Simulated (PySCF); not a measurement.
## TDDFT beside published excitation energies

Published values to compare with (the computed states carry no symmetry labels, so the two lists aren't matched line by line):

| state | E (eV) | f | kind of transition | source |
| --- | --- | --- | --- | --- |
| A 1Σu+ | 1.45 |  | Te (adiabatic, minimum to minimum, no zero-point energy) | [1] |
| B 1Πu | 1.91 |  | Te (adiabatic, minimum to minimum, no zero-point energy) | [1] |
| C 1Πu | 2.85 |  | Te (adiabatic, minimum to minimum, no zero-point energy) | [1] |

[1] measured, gas; Huber, Herzberg, Constants of Diatomic Molecules, NIST Chemistry WebBook

Compound: K₂.
Structure used (PBE0-D3(BJ)/def2-SVP), in Å, numbered top down from 1:
```
atom  x, y, z in Å
K1     2.0377   -0.0865    0.0081
K2    -1.9880   -0.0012   -0.0303
```

Theory: PySCF 2.14.0, density-fitted response routines, TDDFT PBE0/def2-SVPD, vertical, gas phase, core orbitals frozen in the response.

Computed singlets: 1.49 eV (f 0.675); 1.89 eV (f 1.229 summed over 2 states); 2.06 eV (f 0.000); 2.19 eV (f 0.000 summed over 2 states); 2.76 eV (f 0.000); 2.99 eV (f 0.000); 3.15 eV (f 0.033) [of 10 roots; the last level is left out, as the window may have cut its degenerate partner]. Computed triplets (Tamm–Dancoff): 0.61, 1.09, 1.09 eV.

Adiabatic (Te) and 0-0 energies refer to the relaxed excited state and aren't the vertical quantity computed here.

All these states lie below the vertical ionisation energy of 4.10 eV (ΔSCF).
